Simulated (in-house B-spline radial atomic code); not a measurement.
Values are calculated unless marked as measured or tabulated.
# Stopping and range of 50 keV As in Si

The pair potential comes from two frozen, spherical free-atom densities (PBE, B-spline radial code, scalar-relativistic past argon): electrostatics plus the change in Thomas-Fermi kinetic and Dirac exchange energy where they overlap, the recipe behind the universal ZBL potential, which averages such potentials (from solid-state densities) over many pairs. It is written V = (Z1 Z2 e²/r) φ(r/a), with e² = 14.3996 eV·Å and a = 0.46850 Å/(Z1^0.23 + Z2^0.23); ZBL's fit is φ = 0.18175 e^(−3.1998x) + 0.50986 e^(−0.94229x) + 0.28022 e^(−0.4029x) + 0.02817 e^(−0.20162x). Where φ falls below 4e-4 it is continued as an exponential.

The target is taken as amorphous, with density 2.329 g/cm³ (NSM archive of the Ioffe Institute); channelling is ignored. Masses: As 74.92, Si 28.09 u. Nuclear stopping is S_n = 4π a Z1 Z2 e² M1/(M1 + M2) × s_n(ε), with s_n integrated over impact parameters for each pair. Electronic stopping is Lindhard and Scharff's S_e = Z1^(1/6) 8π e² a0 Z1 Z2/(Z1^(2/3) + Z2^(2/3))^(3/2) × v/v0, with a0 = 0.529177 Å and v = v0 at 24.801 keV/u; it misses the oscillations with Z1 seen in experiment, which reach tens of per cent. Compounds add by atom fraction.

```
target atom    a (Å)  ε at this energy  s_n, this pair  s_n, ZBL potential
         Si  0.11512            0.2359          0.3666              0.3484
```

What are the atom density and the stopping powers at entry?

N = 2.329 × 0.602214/28.09 = 0.04993 atoms/Å³. For Si: S_n = 6999 × 0.3666 = 2566 eV·Å², S_e = 1.8000 × √50000 = 402.5 eV·Å². Averaged over the target's atoms and times N × 10 Å/nm, the ion loses N S_n = 1280 eV/nm to recoils and N S_e = 201 eV/nm to electrons; the nuclear share is 86 %.

Along the track:

```
E (keV)  N S_n (eV/nm)  N S_e (eV/nm)
    2.5            614           44.9
    7.5            903           77.8
     15           1080            110
     25           1190            142
   37.5           1250            174
     50           1280            201
```

Estimate the path length and the projected range.

With continuous slowing down the path is the integral of dE/(N (S_n + S_e)). Trapezoids over the table give 38.9 nm, and the stretch below the first row, with stopping taken as √E, adds 2E/(N S) = 7.6 nm: 46.5 nm in all, against 45.2 nm on a fine grid from 5 eV. Deflections shorten the depth: to first order in the energy passed on, N (S_n + S_e) dR_p/dE = 1 − N S_n (M2/M1) R_p/(2E), summed over the target's atoms, and integrating this on the fine grid gives R_p = 36 nm, 0.79 of the path. Lindhard's rule of thumb R/(1 + M2/3M1), with mean M2/M1 = 0.37, gives 40.2 nm. On the ZBL potential the same equation gives 37.3 nm, and the full integral equation, which keeps hard collisions, 38.5 nm.
